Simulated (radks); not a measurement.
The numbers below are computed, except where a source is named.
Question: These are the eigenvalues of the occupied orbitals of an atom or ion with whole-number occupations (hartree). Code: a radial shooting solver on a logarithmic mesh with Libxc functionals. Model: scalar-relativistic Kohn-Sham, PBEsol, spin-polarised, spherical densities, point nucleus.

| orbital | eigenvalue |
|---|---|
| 1s down | -2108.935 |
| 1s up | -2108.935 |
| 2s up | -355.3185 |
| 2s down | -355.3169 |
| 2p up | -314.4219 |
| 2p down | -314.4207 |
| 3s up | -80.59400 |
| 3s down | -80.54423 |
| 3p up | -68.15651 |
| 3p down | -68.10686 |
| 3d up | -52.58140 |
| 3d down | -52.54326 |
| 4s up | -16.91747 |
| 4s down | -16.81521 |
| 4p up | -12.82221 |
| 4p down | -12.72166 |
| 4d up | -7.33849 |
| 4d down | -7.23994 |
| 5s up | -3.03688 |
| 5s down | -2.99014 |
| 5p up | -2.05243 |
| 5p down | -2.01861 |
| 4f up | -1.34402 |
| 4f down | -1.25578 |

Which element is it, and in what charge state? The configuration may be excited. Open shells, if any, are filled with parallel spins first.

Answer: Z = 68, erbium, charge +3: Er3+ in [Xe] 4f11. The list shows which subshells hold electrons but not how many an open one holds; the 1s level, -2108.9 hartree, gives Z - s = 64.9 by -(Z - s)^2/2, which with screening and relativity narrows Z to a few neighbours, and the depths of the outer levels then fix element, charge and occupations together.
